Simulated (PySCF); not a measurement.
C4H10S, SMILES C(C)(C)(S)C. Geometry optimised at PBE0-D3(BJ)/def2-SVP. Other conformers were not sampled.

Level of theory: PBE0-D3(BJ)/def2-SVP (PySCF 2.14.0).

Harmonic wavenumbers (cm⁻¹): 210, 259, 285, 286, 300, 304, 369, 397, 403, 606, 846, 881, 941, 950, 955, 1040, 1049, 1193, 1253, 1265, 1381, 1381, 1404, 1442, 1450, 1455, 1469, 1471, 1485, 2707, 3042, 3046, 3053, 3134, 3138, 3149, 3157, 3162, 3163. Rotational constants (GHz): 4.488, 2.997, 2.971; symmetry number 1.

### Question
Work out the zero-point energy and the ideal-gas rigid-rotor harmonic-oscillator thermochemistry at 298.15 K and 1 atm.

### Answer
ZPE = ½ Σ hcν = ½ × 57482 cm⁻¹ = 343.82 kJ/mol. H − E(el) = 364.94 kJ/mol. Entropy in J/(mol K): translation 164.89, rotation 110.83, vibration 58.76, total 334.48. G − E(el) = 265.22 kJ/mol. Cp = 118.11 J/(mol K).
